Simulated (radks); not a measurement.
Dy XXXIV, configuration [Ar] 3d10 4s2 4p3 (the NIST ground configuration). Calculated with a radial shooting solver on a logarithmic mesh with Libxc functionals: Dirac Kohn-Sham, LB94 model potential, spin-unpolarised, spherical densities, finite nucleus; open shells fill j = l - 1/2 first; Fermi nuclear charge, rms radius 5.2218 fm.

Unscreened Slater integrals over Kohn-Sham orbitals (hartree). Large and small components are both included.

\begin{tabular}{lr}
integral & value \\ \hline
F0(4p3/2,4p3/2) & 1.8308 \\
F2(4p3/2,4p3/2) & 0.95323 \\
F0(4p3/2,4p1/2) & 1.8666 \\
G2(4p3/2,4p1/2) & 0.95924 \\
F0(4p3/2,4s1/2) & 1.8626 \\
G1(4p3/2,4s1/2) & 1.2547 \\
F0(4p3/2,3d5/2) & 2.3260 \\
F2(4p3/2,3d5/2) & 0.66336 \\
G1(4p3/2,3d5/2) & 0.21501 \\
G3(4p3/2,3d5/2) & 0.21694 \\
F0(4p1/2,4p1/2) & 1.9058 \\
F0(4p1/2,4s1/2) & 1.9010 \\
G1(4p1/2,4s1/2) & 1.2764 \\
F0(4p1/2,3d5/2) & 2.4045 \\
G3(4p1/2,3d5/2) & 0.23064 \\
F0(4s1/2,4s1/2) & 1.8974 \\
F0(4s1/2,3d5/2) & 2.3845 \\
G2(4s1/2,3d5/2) & 0.22340 \\
F0(3d5/2,3d5/2) & 4.3344 \\
F2(3d5/2,3d5/2) & 2.2097 \\
F4(3d5/2,3d5/2) & 1.4217 \\
\end{tabular}
